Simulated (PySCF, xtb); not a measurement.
CH6ClFSi2, SMILES Cl[Si@H](C[SiH3])F. Other conformers were not sampled.

Harmonic wavenumbers (cm⁻¹) from GFN2-xTB in xtb 6.7.1 at its own minimum, in rising order: 40, 102, 114, 167, 189, 288, 483, 494, 531, 607, 642, 710, 715, 774, 782, 789, 796, 845, 1023, 1142, 1450, 2244, 2271, 2284, 2342, 2981, 2993.

Problem. What does PBE0-D3(BJ)/def2-SVP run with PySCF give at its own minimum? (An estimate is asked for; the answer gives what the named calculation found.)

Solution. 38, 99, 127, 202, 243, 347, 491, 529, 582, 678, 735, 770, 835, 837, 912, 940, 944, 949, 1016, 1088, 1367, 2234, 2246, 2255, 2291, 3068, 3137. Paired by order, the mean absolute difference is 63 cm⁻¹ and the zero-point energies are 39.7 and 41.4 kcal/mol.
